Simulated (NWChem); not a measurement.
**Total energies of bromine monochloride (BrCl)**

SMILES: ClBr
```xyz
2

Cl     0.0000     0.0000     1.4776
Br     0.0000     0.0000    -0.7177
```
Charge 0, spin multiplicity 1.

Everything below was run with NWChem. All single points use one geometry, from B3LYP/def2-SVP, a minimum by its harmonic frequencies.

Basis set: def2-QZVP (145 functions).

```tsv
method	total energy (Ha)	relative cost
RHF	-3031.96369	1
MP2	-3032.52374	3
B2PLYP	-3033.92747	5
PBE	-3033.84782	under 3
B3LYP	-3034.46054	under 3
r2SCAN	-3034.36560	under 3
```

Total energies of different functionals aren't comparable as a measure of quality: only differences taken within one method are. The cost column gives rough processor time relative to RHF; each entry includes its own SCF.

The Hamiltonian is non-relativistic. The correlated methods keep 14 core orbitals frozen. B3LYP has NWChem's definition, with VWN1-RPA local correlation.
